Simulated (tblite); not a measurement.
Species: C5H13OP.
SMILES with atom numbers: `[CH3:1][CH:2]([CH3:3])[CH2:4][P@@H:5]([CH3:6])=[O:7]` (hydrogens: H8, H9, H10 on C1; H11 on C2; H12, H13, H14 on C3; H15, H16 on C4; H17 on P5; H18, H19, H20 on C6)

Structure optimised with GFN2-xTB, isolated species.

(1) List the bond lengths, angles and torsions at this level.

Results:

(1) 
| bond | length (Å) |
| --- | --- |
| C1–C2 | 1.526 |
| C2–C3 | 1.524 |
| C2–C4 | 1.527 |
| C4–P5 | 1.831 |
| P5–C6 | 1.828 |
| P5=O7 | 1.465 |
| C1–H8, C1–H9, C1–H10 | 1.088 |
| C2–H11 | 1.096 |
| C3–H12, C3–H13, C3–H14 | 1.089 |
| C4–H15 | 1.091 |
| C4–H16 | 1.096 |
| P5–H17 | 1.396 |
| C6–H18, C6–H19, C6–H20 | 1.088 |

Bonds in one row agree within 0.01 Å and their mean is given. A selection of angles:
| angle | degrees |
| --- | --- |
| C2–C1–H8 | 110.4 |
| C2–C1–H9 | 110.8 |
| H8–C1–H9 | 108.5 |
| C1–C2–C3 | 111.2 |
| C1–C2–C4 | 110.6 |
| C1–C2–H11 | 109.2 |
| C3–C2–C4 | 110.1 |
| C3–C2–H11 | 108.2 |
| C4–C2–H11 | 107.5 |
| C2–C3–H12 | 109.7 |
| C2–C3–H13 | 110.6 |
| H12–C3–H13 | 108.2 |
| H12–C3–H14 | 109.0 |
| C2–C4–P5 | 110.4 |
| C2–C4–H15 | 111.2 |
| C2–C4–H16 | 110.1 |
| P5–C4–H15 | 110.0 |
| P5–C4–H16 | 106.4 |
| H15–C4–H16 | 108.5 |
| C4–P5–C6 | 105.9 |
| C4–P5–O7 | 114.7 |
| C4–P5–H17 | 105.0 |
| C6–P5–O7 | 113.8 |
| C6–P5–H17 | 102.1 |
| O7–P5–H17 | 114.1 |
| P5–C6–H18 | 112.1 |
| P5–C6–H19 | 108.1 |
| H18–C6–H19 | 110.1 |
| H19–C6–H20 | 108.5 |

Torsions: C1–C2–C4–P5 175° (antiperiplanar); C2–C4–P5–C6 -170° (antiperiplanar).

Of the pairs four or more bonds apart, P5···H12 is among the closest relative to their van der Waals radii: 2.68 Å, 89 % of the sum of Bondi's values. P5 (phosphoryl phosphorus) is distorted tetrahedral (angles from 102.1° to 114.7°). All 3 C–C bonds measure 1.524 to 1.527 Å.

Point group: C1 (no symmetry element, even within 0.4 Å). Its GFN2-xTB frequencies are all real (lowest 75 cm⁻¹). One conformer, not necessarily the lowest. 3 starts were optimised and ended at 0.00, 0.01 and 2.78 kcal/mol (GFN2-xTB); the lowest of these is shown.

The numbers are calculated, not measured.
